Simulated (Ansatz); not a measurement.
**Question.** Name a neutral molecule of B, Br and H with LUMO energy (B3LYP/def2-TZVPP) between -2.50 and -2.20 eV and LUMO energy (ωB97M-V/def2-TZVPP) between -0.20 and 0.10 eV (Ansatz, PBE0-D4/def2-TZVP geometry).

**Answer.** `BBBr` (-2.28 eV, -0.12 eV). Other molecules can fit too; these were computed, each in one conformer that needn't be the lowest.

B3LYP here is the variant with VWN-RPA as its local correlation; programs differ in this.
